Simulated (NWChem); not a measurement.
System: C$_{2}$H$_{4}$BNO; SMILES C#CB(N)O

```xyz
9

C      0.0128    -2.2856     0.0000
C     -0.0013    -1.0687     0.0000
B      0.0162     0.4831     0.0000
N     -1.1877     1.2004     0.0000
O      1.2002     1.1715     0.0000
H      0.0209    -3.3609     0.0000
H     -2.0925     0.7545     0.0000
H     -1.2074     2.2112     0.0000
H      1.9591     0.5828     0.0000
```
Atoms are numbered in this order, from 1.

Computed with NWChem. Pople sets run with spherical d functions. Coordinates come from a PBE0/def2-SVP optimisation. B3LYP is NWChem's, with the RPA form of VWN correlation. Atomic charges in e: unrestrained fits to the electrostatic potential beside Mulliken populations; buried atoms are poorly determined by the fit.

For level Hartree-Fock/6-31G*:

* **Mulliken C1**: -0.31
* **Mulliken C2**: -0.22
* **ESP B3**: 0.94
* **Mulliken B3**: 0.74
* **ESP N4**: -1.09
* **Mulliken N4**: -0.96
* **ESP O5**: -0.75
* **Mulliken O5**: -0.75

Problem. What are these values for level B3LYP/def2-SVP?

Solution. 
| Quantity | Value |
|---|---|
| Mulliken C1 | -0.16 |
| Mulliken C2 | 0.10 |
| ESP B3 | 0.67 |
| Mulliken B3 | -0.17 |
| ESP N4 | -0.83 |
| Mulliken N4 | -0.07 |
| ESP O5 | -0.63 |
| Mulliken O5 | -0.13 |
